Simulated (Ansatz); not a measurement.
Correlation energies of `[OH][GeH2]` radical by basis set

Cartesian coordinates in Å:
```
O -0.880 -0.694 -0.459
Ge 0.532 -0.051 0.426
H -0.711 -0.795 -1.398
H -0.054 0.378 1.791
H 1.112 1.161 -0.360
```

Total charge 0; spin multiplicity 2. Correlated methods include outer-core shells of Ge, which these sets cover unevenly. Scalar relativity is left out up to krypton. The geometry is a stationary point of PBE0-D4/def2-TZVP. Frozen core, unrestricted reference, Ansatz.

| basis | HF (Eh) | MP2 corr. | CCSD corr. | (T) | CCSD(T) total |
| --- | --- | --- | --- | --- | --- |
| def2-SVP | ? | ? | -0.42004 | -0.01031 | ? |
| def2-TZVPP | ? | -0.48538 | -0.49669 | ? | ? |
| def2-QZVPP | -2152.04119 | -0.76749 | – | – | – |

(1) Fill in the withheld values. (Estimate.)

Answers

(1) The calculation gave: def2-SVP HF (Eh): -2151.62786; def2-SVP MP2 corr.: -0.40849; def2-SVP CCSD(T) total: -2152.05821; def2-TZVPP HF (Eh): -2151.99474; def2-TZVPP (T): -0.01722; def2-TZVPP CCSD(T) total: -2152.50865.
